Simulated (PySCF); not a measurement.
An element was calculated at PBE (PySCF 2.14, spin-free X2C, a triple-zeta basis, no spin-orbit coupling), in the ground configurations that NIST lists.

```
first ionisation energy  : 6.144 eV
second ionisation energy : 12.201 eV
third ionisation energy  : 25.117 eV
```

Which element is it?

Thulium (Tm, Z = 69), in x2c-TZVPPall. NIST lists 6.184, 12.065 ± 0.02, 23.66 ± 0.03 eV for these ionisation energies.
